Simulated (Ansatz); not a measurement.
Ansatz (a quantum-chemistry and plane-wave program) input:

Ansatz 0.2 input:
```yaml
crystal:
  periodic: [false, false, false]
  atoms:
    - {symbol: Ge, position_ang: [-1.53117805, 0.02506855, 0.01660483]}
    - {symbol: C, position_ang: [0.37952910, 0.00685194, -0.04675197]}
    - {symbol: C, position_ang: [1.16632964, 0.31805969, -1.11286353]}
    - {symbol: C, position_ang: [2.63056376, 0.21284357, -0.86362561]}
    - {symbol: C, position_ang: [2.66665365, -0.18762419, 0.44087480]}
    - {symbol: C, position_ang: [1.30239933, -0.35928442, 1.08872336]}
    - {symbol: H, position_ang: [-2.12430030, 0.45582165, -1.35092305]}
    - {symbol: H, position_ang: [-2.19511066, -1.34731183, 0.35274277]}
    - {symbol: H, position_ang: [-2.14894725, 0.99656763, 1.07101171]}
    - {symbol: H, position_ang: [0.74964345, 0.62066300, -2.07354831]}
    - {symbol: H, position_ang: [3.56685080, -0.38394215, 1.02365017]}
    - {symbol: H, position_ang: [1.12180631, -1.38473845, 1.44630943]}
    - {symbol: H, position_ang: [1.15490240, 0.29566700, 1.96126042]}
basis:
  gaussian:
    orbitals: aug-cc-pVTZ
total_charge: -1
magnetization: {spin_polarized: false}
correlation: {method: ccsd_t, electrons: outside_noble_gas}
```

Problem. Which total energy does the run end on?

Solution. -2269.81399 Eh (CCSD(T)/aug-cc-pVTZ). The basis has 450 functions.

It need not be the lowest isomer of its formula. Whether it binds its extra electron was not tested at this geometry.
